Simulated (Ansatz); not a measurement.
Basis-set series for `C[Si](N)F` radical. The species carries charge 0 and has multiplicity 2. The geometry is a stationary point of PBE0-D4/def2-TZVP. It is one conformer, not always the lowest.

| functional | basis | functions | energy (Eh) | HOMO (eV) | LUMO (eV) |
| --- | --- | --- | --- | --- | --- |
| PBE0-D4 | def2-SVP | 85 | -484.68266 | -5.21 | -1.46 |
| PBE0-D4 | def2-TZVPP | 205 | -485.03374 | -5.39 | -1.57 |
| ωB97M-V | def2-SVP | 85 | -484.90668 | -7.00 | 0.16 |
| ωB97M-V | def2-TZVPP | 205 | -485.26550 | -7.19 | -0.04 |

Problem. Give the rows for def2-QZVPP. (Estimate.)

Solution. Ansatz gave: 
| functional | basis | functions | energy (Eh) | HOMO (eV) | LUMO (eV) |
| --- | --- | --- | --- | --- | --- |
| PBE0-D4 | def2-QZVPP | 391 | -485.05608 | -5.46 | -1.68 |
| ωB97M-V | def2-QZVPP | 391 | -485.28679 | -7.25 | -0.22 |

HOMO and LUMO are taken over both spins.
